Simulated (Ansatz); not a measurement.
Start from `BN/C(C)=C\F` and change one atom or group (the configuration at the double bond changes too) to get `C/[C]([AlH2])=C\F`.

Ansatz, PBE0-D4/def2-TZVP geometries, multiplicity 1. Each molecule was computed in one conformer, which needn't be the lowest.

| property | `BN/C(C)=C\F` |
| --- | --- |
| LUMO energy (ωB97M-V/def2-TZVPP) / eV | 1.28 |
| size of the dipole moment (B3LYP/def2-TZVPP) / D | 1.47 |
| HOMO–LUMO gap (B3LYP/def2-TZVPP) / eV | 5.63 |
| HOMO energy (PBE/def2-TZVPP) / eV | -5.55 |
| size of the dipole moment (PBE/def2-TZVPP) / D | 1.54 |
| HOMO energy (PBE0/def2-TZVPP) / eV | -6.63 |

What does the change do to each property? (Estimate.)

Computed: 
| property | `C/[C]([AlH2])=C\F` | shift |
| --- | --- | --- |
| LUMO energy (ωB97M-V/def2-TZVPP) / eV | 0.09 | -1.19 |
| size of the dipole moment (B3LYP/def2-TZVPP) / D | 0.60 | -0.87 |
| HOMO–LUMO gap (B3LYP/def2-TZVPP) / eV | 5.54 | -0.09 |
| HOMO energy (PBE/def2-TZVPP) / eV | -6.38 | -0.83 |
| size of the dipole moment (PBE/def2-TZVPP) / D | 0.45 | -1.09 |
| HOMO energy (PBE0/def2-TZVPP) / eV | -7.53 | -0.90 |

With PBE0 the HOMO falls by 0.90 eV and the LUMO falls by 0.99 eV, so the gap narrows by about 0.09 eV. PBE moves the HOMO by -0.83 eV and ωB97M-V by -0.94 eV. Dipoles are sizes alone; their direction can turn.

B3LYP here is the variant with VWN-RPA as its local correlation; programs differ in this.
